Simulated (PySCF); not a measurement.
Identify the compound

The spectra below were simulated for a compound C₆H₁₃O₂P.

¹H NMR (400 MHz, computed): δ 7.11 (m, 1H), 3.51 (s, 3H), 2.84 (m, 1H), 2.84 (m, 1H), 2.05 (m, 1H), 1.91 (m, 1H), 1.90 (m, 1H), 1.57 (m, 1H), 1.47 (m, 1H), 1.17 (m, 1H), 1.10 (m, 1H).

¹³C{¹H} NMR (computed): δ 80.0 (CH), 57.5 (CH3), 38.6 (CH2), 37.4 (CH2), 32.6 (CH2), 19.8 (CH2).

Computational details: coordinates at the GFN2-xTB level, σ from GIAO-PBE0/pcSseg-1, in PySCF 2.14.0 with density-fitted response routines (relativity neglected, gas phase, fast rotation and ring inversion assumed for equivalent nuclei, single conformer).

Chemical shifts δ = σref − σ; ¹H, ¹³C against TMS, all at this level.

Q: What is the structure?

A: 
6 carbon signals for 6 carbons: no two carbons are equivalent. Carbon types of the structure: 1 × CH, 4 × CH2, 1 × CH3, leaving 1 H on heteroatoms. δC 80.0: sp3 CH bonded to O; deshielded by the electronegative neighbour. δC 57.5: methyl carbon bonded to O; pulled downfield by the heteroatom. δC 38.6, 19.8: sp3 CH2 in a ring; aliphatic region, no heteroatom directly attached. δC 37.4, 32.6: sp3 CH2 bonded to P. δH 3.51: hydrogen on a methyl carbon bonded to O; its carbon carries O, an electronegative neighbour. δH 2.84: hydrogen on an sp3 CH bonded to O; its carbon carries O, hence the downfield position. δH 2.84, 2.05, 1.57, 1.47: hydrogen on an sp3 CH2 bonded to P.

The compound is SMILES O(C)[C@@H]1CCC[P@H](=O)C1.

The data come from this structure; uniqueness wasn't tested.

Splittings by ³¹P in the carbon and heteronuclear signals aren't shown, as no couplings were computed. Shifts are as computed. Against solution values, carbons near 30 ppm lie about +3 ppm off and those near 130 ppm about +5 ppm. Of 1211 compounds with measured shifts, 218 miss one by over three times the rms of a fit or turn the order of signals round; such compounds aren't used in these exercises. No couplings were computed; multiplicities are counted from neighbouring protons, with m where these are inequivalent, close in shift, in a saturated or five-membered ring or joined by F or P, and br s for small geminal =CH2 splittings.
